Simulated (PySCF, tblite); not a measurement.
Calculations on `F[C@@H]1O[C]=CC[C@]1(F)Cl` [radical], in the order of a workflow; each names the level of the geometry that it ran on. Settings lines and outputs come from a driver script.

C₅H₄ClF₂O (doublet state).
Atom-mapped SMILES: `[F:1][C@@H:2]1[O:3][C:4]=[CH:5][CH2:6][C@:7]1([F:8])[Cl:9]` (hydrogens: H10 on C2; H11 on C5; H12, H13 on C6)

Step 1: GFN2-xTB geometry optimisation, gas phase (tblite 0.8.0) (from a force-field or distance-geometry start)
```json
{"job": {"kind": "relax", "xc": "GFN2-xTB", "basis": "xTB"}, "charge": 0, "multiplicity": 2}
```
```
step      E/eV     max force
  0    -835.50046    2.933
  1    -835.71961    1.722
  2    -835.85626    0.860
...
 48    -835.97006    0.020
 49    -835.97012    0.019
 50    -835.97016    0.018
 51    -835.97019    0.016
 52    -835.97020    0.008
```

Energy lowered by 10.8 kcal/mol over 52 steps; largest atomic force 0.008 eV/Å at the end. «max force» is the largest atomic force in eV/Å.

Hardware: Arm Neoverse V1, one thread, shared host with 32 logical CPUs at a one-minute load of 12. Cost: 0.35 s wall.

Step 2: GFN2-xTB harmonic vibrations, gas phase (tblite 0.8.0) (on the GFN2-xTB geometry)
```json
{"job": {"kind": "ir", "xc": "GFN2-xTB", "basis": "xTB"}, "charge": 0, "multiplicity": 2}
```
```
(table of modes left out)
```

33 modes from 87 to 3146 cm⁻¹ (unscaled, harmonic); zero-point energy 50.1 kcal/mol; all wavenumbers are real at this level.

On Arm Neoverse V1, one thread, shared host with 32 logical CPUs at a one-minute load of 12, this took 0.45 s wall.

Step 3: UKS B3LYP, pcH-1 on C Cl F H O, non-relativistic, mean-field spin-orbit, GIAO (PySCF 2.14.0) (on the GFN2-xTB geometry)
```json
{"job": {"kind": "epr", "basis": "pcH-1"}, "charge": 0, "multiplicity": 2}
```
```
...
E = -927.95724475 Eh   <S^2> = 0.7573 (exact 0.7500)
g shifts (ppm)      1          2          3
  rmc          -194       -194       -194
  gc              3         16        -43
  oz_so        -323       -163        370
  total        -514       -341        133
hyperfine (MHz)  atom isotope    a_iso     a_fc   dipolar eigenvalues
    0   19F       6.54       6.47     -7.78     -7.04     14.82
    1   13C      27.36      27.36     -6.63     -5.95     12.58
    2   17O    -136.43    -136.41    -20.12      8.76     11.36
    3   13C     544.75     544.83    -76.51    -55.24    131.76
    4   13C      55.55      55.58    -20.88     -2.71     23.60
    5   13C      45.29      45.30     -7.20     -6.32     13.51
    6   13C      -4.38      -4.37     -0.88      0.13      0.75
    7   19F      -1.37      -1.35     -2.33     -1.70      4.02
    8  35Cl       4.52       4.48     -1.62     -1.56      3.18
    9    1H       1.76       1.76     -3.98     -1.77      5.76
   10    1H      40.53      40.54     -8.12     -5.18     13.30
   11    1H      -9.11      -9.11     -3.87     -1.47      5.33
   12    1H       0.32       0.32     -3.78     -0.83      4.61
```

⟨S²⟩ 0.757; g_iso 2.0021. rmc, gc and oz_so are the mass-correction, gauge-correction and orbital-Zeeman/spin–orbit parts of the g shift along its three principal axes; a_iso is the isotropic hyperfine coupling and a_fc its Fermi-contact part. The log counts atoms from 0, this text from 1.

On an Arm Neoverse V1 with one thread (shared host), this took 94 s (with the writing of density and orbital grids) and 0.97 GiB of memory at its peak.

Geometry of the electronic-property runs (GFN2-xTB):
```
atom  x, y, z in Å
F1     1.6717    0.0024    1.1920
C2     1.3857   -0.2093   -0.1264
O3     1.3356    1.0002   -0.8107
C4     0.2786    1.7512   -0.5162
C5    -0.8418    1.4121    0.0631
C6    -1.1171   -0.0685    0.3233
C7     0.0166   -0.9179   -0.2260
F8    -0.1898   -1.1795   -1.5516
Cl9    0.1176   -2.4976    0.6079
H10    2.1960   -0.8106   -0.5569
H11   -1.6091    2.1114    0.3353
H12   -2.0485   -0.3773   -0.1541
H13   -1.1999   -0.2162    1.4025
```

 (This holds for the electronic-property runs.)

One conformer stands for the species.
